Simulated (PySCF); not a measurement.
**Calculated NMR parameters of CC(C)[Si@H]([SiH3])Cl**

```
Formula                               : C3H11ClSi2
SMILES                                : CC(C)[Si@H]([SiH3])Cl
Point group of the computed structure : C1
Degrees of unsaturation               : 0
Carbon signals                        : 3
Proton signals                        : 5
```

Atoms are numbered as in `[CH3:1][CH:2]([CH3:3])[Si@H:4]([SiH3:5])[Cl:6]`; H(Xn) means a hydrogen on atom n.

Theoretical values (PySCF 2.14.0 with density-fitted response routines): GFN2-xTB geometry, PBE0/pcSseg-1 with gauge-including orbitals. One computed conformer, relativity neglected, one averaged value for each set of equivalent atoms, no solvent model.

Referencing at the same level of theory: 1H (σ = 31.72 ppm), 13C (σ = 186.93 ppm), 29Si (σ = 349.16 ppm) vs TMS.

```tsv
carbon	δC, type	δH (multiplicity)	HMBC from (2–3 bonds)	span of the C tensor (ppm)
C1	19.0, CH3	1.19 (d)	H(Si4), H(C2), H(C3)	28
C2	24.2, CH	1.43 (m)	H(Si4), H(Si5), H(C1), H(C3)	21
C3	18.2, CH3	1.00 (d)	H(Si4), H(C2), H(C1)	34
```

Other nuclei:
```csv
atoms,nucleus,environment,δ (ppm),σ (ppm)
H(Si4),1H,"hydrogen on a silicon bonded to C, Cl, Si",5.37,26.35
H(Si5),1H,hydrogen on a silicon bonded to Si,3.48,28.24
Si4,29Si,"silicon bonded to C, Cl, Si, H",3.0,346.1
Si5,29Si,"silicon bonded to Si, 3 H",-118.9,468.0
```

Carbon types of the structure: 1 × CH, 2 × CH3, leaving 4 H on heteroatoms. δC 24.2: sp3 CH bonded to Si. δC 19.0, 18.2: methyl carbon; a saturated carbon with 1 carbon neighbour and no heteroatom attached. δH 5.37: hydrogen on a silicon bonded to C, Cl, Si. δH 1.43: hydrogen on an sp3 CH bonded to Si. δH 1.19, 1.00: hydrogen on a methyl carbon.

Shifts are as computed. Against solution values, carbons near 30 ppm lie about +3 ppm off and those near 130 ppm about +5 ppm. Of 1211 compounds with measured shifts, 218 miss one by over three times the rms of a fit or turn the order of signals round; such compounds aren't used in these exercises. Multiplicities follow the n + 1 count of equivalent neighbours, as no J values were calculated; m marks all less simple cases, F and P coupling included.
